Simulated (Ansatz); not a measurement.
Consider the redistribution: `CB(N)Br` + `BB(O)Br` → `NB(Br)Br` + `BB(C)O`.

Program: Ansatz. Geometries: PBE0-D4/def2-TZVP. ΔE: electronic, gas phase. CCSD(T)/CBS is the MP2 limit (def2-TZVPP, def2-QZVPP) plus CCSD(T) − MP2 in def2-TZVPP, frozen cores. DFT in def2-TZVPP. For Br outer-core shells are correlated without core-valence functions, which leaves a few kJ/mol of doubt a bond. Scalar relativity is left out up to krypton. Each species was taken in one conformer, which may not be the lowest.

| level | ΔE (kJ/mol) |
| --- | --- |
| r2SCAN-D4 | 39.9 |
| PBE-QIDH | 37.4 |
| PBE0 | 37.7 |
| BHLYP | 39.2 |
| MP2/def2-SVP | 35.8 |
| CCSD/def2-TZVPP | 36.8 |
| HF/def2-QZVPP | 41.2 |
| HF/CBS(def2) | 41.2 |

(1) What does CCSD(T)/CBS give? (An estimate is asked.)

Largest T1 diagnostic among the species: 0.012.

Results:

(1) Ansatz gave: +37.0 kJ/mol. The listed levels differ from it by 2.9, 0.4, 0.7, 2.2, -1.2, -0.2, 4.2, 4.2 kJ/mol.

In def2-TZVPP, CCSD(T) changes the Hartree–Fock value by −4.2 kJ/mol (the triples alone add +0.2 kJ/mol) and MP2 by −5.2 kJ/mol. Leaving LDA and LC-ωPBE aside and taking each functional with its dispersion term where it has one, the values, not all of them listed here, spread over 4.6 kJ/mol, from ωB97X-V to r2SCAN-D4.
